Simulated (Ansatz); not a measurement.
Wavefunction ladder for `COB(N)F`

```xyz
10

C    -0.0966    1.6093   -0.5435
O    -0.3016    0.5220    0.3311
B     0.1418   -0.7305    0.0508
N    -0.0736   -1.7782    0.9556
F     0.7924   -0.9863   -1.0989
H    -1.0543    2.1035   -0.7198
H     0.3224    1.2918   -1.5005
H     0.5849    2.3261   -0.0783
H    -0.5535   -1.6434    1.8258
H     0.2381   -2.7144    0.7777
```

The species carries charge 0 and has multiplicity 1. The structure was optimised at the PBE0-D4/def2-TZVP level. It is one conformer, not always the lowest. Frozen core, restricted reference, Ansatz. CBS rows extrapolate triple and quadruple zeta.

```
     basis     HF (Eh)  MP2 corr.  CCSD corr.       (T)  CCSD(T) total
def2-TZVPP  -294.50385          ?    -0.98903  -0.03416              ?
def2-QZVPP  -294.51782   -1.04006           ?  -0.03905              ?
 CBS(def2)           ?   -1.09686           ?  -0.04267              ?
```

Question: Fill in the withheld values. (Estimate.)

Answer: The calculation gave: def2-TZVPP MP2 corr.: -0.96337; def2-TZVPP CCSD(T) total: -295.52704; def2-QZVPP CCSD corr.: -1.05592; def2-QZVPP CCSD(T) total: -295.61279; CBS(def2) HF (Eh): -294.51974; CBS(def2) CCSD corr.: -1.10547; CBS(def2) CCSD(T) total: -295.66788.
